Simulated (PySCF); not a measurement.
Compound: cyclo-(H2SiCH2)2, C2H8Si2.
Z-matrix (Å and degrees, PBE0-D3(BJ)/def2-SVP geometry), rows numbered from 1:
```
Si
H   1  1.4959
H   1  1.4964  2  108.66
C   1  1.9065  2  113.97  3  -128.06
Si  4  1.9062  1   87.92  2  -115.60
H   5  1.4963  4  114.19  1  -119.50
H   5  1.4962  4  113.58  1   115.05
C   1  1.9066  2  113.84  3   128.09
H   4  1.1010  1  114.20  2   128.39
H   4  1.1003  1  115.81  2     1.90
H   8  1.1004  1  115.43  2    -1.30
H   8  1.1008  1  114.49  2  -127.96
```

Computed with PySCF, PBE0-D3(BJ)/def2-SVP geometry optimisation, gas phase.

Masses are those of the commonest isotopes; rigid-rotor values at the optimised geometry. The values belong to one conformer.

Question: What are A, B and C (GHz)?

Answer: Ia = 70.77, Ib = 126.59, Ic = 179.02 u·Å²; 505379 MHz·u·Å²/I gives 7141, 3992 and 2823 MHz, that is A = 7.1407, B = 3.9921, C = 2.8231 GHz.

Question: What kind of rotor is it?

Answer: An asymmetric top. Ray's parameter κ = (2B − A − C)/(A − C) = -0.458; −1 is the prolate and +1 the oblate limit.

Question: Is it planar, by Δ = Ic − Ia − Ib?

Answer: Not planar: Δ = Ic − Ia − Ib = -18.35 u·Å². For a rigid frame Δ = −2 Σ m c², so Σ m c² = 9.18 u·Å² lies off the ab plane: 9.16 from hydrogen and 0.01 from heavier atoms. The atom farthest from that plane is 1.25 Å away.

The dipole components are |μa| = 0.00 D, |μb| = 0.00 D, |μc| = 0.04 D.

No frequency check. No vibrational averaging or centrifugal distortion is included, and the geometry carries the error of its method.
